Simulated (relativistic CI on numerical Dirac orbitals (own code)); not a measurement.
# One change at a time: Pb79+

Base calculation: Dirac-Coulomb-Breit CI, orbitals from a KLI potential per configuration, model QED (radiative potential, 1s self-energy scaled to tabulated hydrogen-like ionisation energies), unscaled Slater integrals.

CI space (outside the closed core 1s2): 2s, 2p, 3s, 3p, 3d, 4s, 4p, 4d, 4f, 5s, 5p, 5d, 5f, 5g. Levels of other configurations are missing.

Variants: (1) configuration mixing switched off. Shifts of the energy above 2s ²S1/2, in eV, for the lowest level and the first level of each name with at least 55 % of one term (blank where a level changes its place among those of its configuration and J or its character, or is not in the variant):

| Level | Base | Δ(1) |
| --- | --- | --- |
| 2s ²S1/2 | 0.0 | 0.0 |
| 2p ²P°1/2 | 232.4 | +0.1 |
| 2p ²P°3/2 | 2645.6 | -0.1 |
| 3s ²S1/2 | 14178.4 | -0.1 |
| 3p ²P°1/2 | 14240.2 | -0.1 |
| 3p ²P°3/2 | 14960.7 | -0.1 |
| 3d ²D3/2 | 14972.7 | -0.1 |
| 3d ²D5/2 | 15167.8 | -0.1 |
| 4s ²S1/2 | 19010.9 | -0.1 |
| 4p ²P°1/2 | 19035.6 | -0.2 |
| 4p ²P°3/2 | 19337.0 | -0.1 |
| 4d ²D3/2 | 19342.2 | -0.1 |
| 4d ²D5/2 | 19425.1 | -0.1 |
| 4f ²F°5/2 | 19425.1 | -0.1 |
| 4f ²F°7/2 | 19464.9 | -0.1 |
| 5s ²S1/2 | 21198.6 | -0.1 |
| 5p ²P°1/2 | 21210.9 | -0.2 |
| 5p ²P°3/2 | 21363.8 | -0.1 |
| 5d ²D3/2 | 21366.4 | -0.1 |
| 5d ²D5/2 | 21408.9 | -0.1 |
| 5f ²F°5/2 | 21409.0 | -0.1 |
| 5g ²G7/2 | 21429.4 | -0.1 |

At this charge energies of transitions that change n are usually good to better than 1 %, and those within a shell (Δn = 0) to a few per cent.

Ionisation energy from the two ground configurations alone: base 24936.4 eV. The NIST ASD value (theoretical) is 24938.2 eV.
